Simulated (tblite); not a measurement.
C₆H₇NOS (charge +1 and doublet state).
Bonds: C1–N2, N2–C3, C3–C4 (aromatic), C4–C5 (aromatic), C5–C6 (aromatic), C6–C7, C7–O8 (double), C6–S9 (aromatic), C3–S9 (aromatic). Hydrogens: H10, H11, H12 on C1; H13 on N2; H14 on C4; H15 on C5; H16 on C7.

Computed geometry: GFN2-xTB, gas phase. This method treats the open shell by occupation alone, without spin polarisation.

(1) Give the optimised bond lengths and angles.

Results:

(1) 
```csv
bond,length (pm)
C1–N2,143.2
N2–C3,131.9
C3–C4,141.5
C4–C5,137.3
C5–C6,140.3
C6–C7,146.1
C7=O8,120.1
C6–S9,171.9
C3–S9,175.8
"C1–H10, C1–H11, C1–H12",109.1
N2–H13,101.6
C4–H14,107.5
C5–H15,107.6
C7–H16,110.3
```

Bonds in one row agree within 1 pm and their mean is given. A selection of angles:
```csv
angle,degrees
N2–C1–H10,110.7
N2–C1–H11,109.9
H10–C1–H11,108.7
H10–C1–H12,107.4
C1–N2–C3,124.5
C1–N2–H13,117.6
C3–N2–H13,117.8
N2–C3–C4,126.6
N2–C3–S9,121.8
C4–C3–S9,111.5
C3–C4–C5,112.2
C3–C4–H14,123.1
C5–C4–H14,124.7
C4–C5–C6,113.3
C4–C5–H15,124.4
C6–C5–H15,122.3
C5–C6–C7,128.6
C5–C6–S9,112.8
C7–C6–S9,118.6
C6–C7–O8,122.6
C6–C7–H16,114.3
O8–C7–H16,123.1
C3–S9–C6,90.2
```

Torsions: C1–N2–C3–C4 -179° (antiperiplanar); C5–C6–C7–O8 -179° (antiperiplanar). The mirror-image conformer, all signs reversed, is as good.

N2 (nitrogen bonded to 2 C and H) is planar (angles 124.5°, 117.8° and 117.6°, sum 360.0°, 0.01 Å off the plane of its three neighbours). The 5-membered ring C3–C4–C5–C6–S9 has internal angles of 90.2° to 113.3°; it is planar, 0.00 Å rms from its mean plane, widest ring torsion 0°. The 2 C–N bonds span 1.319 Å (N2–C3, drawn single) to 1.432 Å (C1–N2, drawn single), a spread of 0.113 Å. C5 (carbon bonded to 2 C and H) is planar (angles 124.4°, 122.3° and 113.3°, sum 360.0°, 0.00 Å off the plane of its three neighbours). C3 (carbon bonded to C, N and S) is planar (angles 126.6°, 121.8° and 111.5°, sum 360.0°, 0.00 Å off the plane of its three neighbours). The 9 heavy atoms lie in one plane (0.008 Å rms). C7 (carbon bonded to C, O and H) is planar (angles 123.1°, 122.6° and 114.3°, sum 360.0°, 0.00 Å off the plane of its three neighbours).

Point group: near Cs, missed by 0.28 Å at most; the miss may be what the optimiser left on a soft mode. GFN2-xTB frequencies show an imaginary mode (95i cm⁻¹), so the point is no minimum at that level.
